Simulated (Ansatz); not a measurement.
The cluster ZrSe2. Total charge 0; singlet. Geometry PBE-D4/def2-TZVP, basis def2-TZVP, Ansatz.

```
atom   x (Å)   y (Å)   z (Å)
 Zr1   0.666   0.623   0.103
 Se2  -1.609   0.938   0.638
 Se3   0.943  -1.561  -0.741
```

```json
{"run": "A", "HOMO (eV)": "-8.18", "LUMO (eV)": "-1.32"}
{"run": "B", "HOMO (eV)": "-5.17", "LUMO (eV)": "-4.12"}
{"run": "C", "HOMO (eV)": "-5.37", "LUMO (eV)": "-4.00"}
{"run": "D", "HOMO (eV)": "-6.12", "LUMO (eV)": "-3.37"}
{"run": "E", "HOMO (eV)": "-8.05", "LUMO (eV)": "-1.99"}
{"run": "F", "HOMO (eV)": "-6.27", "LUMO (eV)": "-3.21"}
```

In the def2 sets Zr takes a core potential; there is no spin–orbit coupling. The structure comes from a short search, and lower isomers may exist.

Q: The runs used B97M-V, HF, PBE, PBE0, r2SCAN0, ωB97M-V. Estimate which is which.

A: A HF (100 % exact exchange); B PBE (0 % exact exchange); C B97M-V (0 % exact exchange); D PBE0 (25 % exact exchange); E ωB97M-V (range-separated); F r2SCAN0 (25 % exact exchange). Exact exchange lowers occupied and raises empty levels; among semilocal functionals meta-GGAs tend to open the gap a little, and such runs are hard to tell apart. The gap grows from 1.05 eV (PBE) to 6.86 eV (HF).
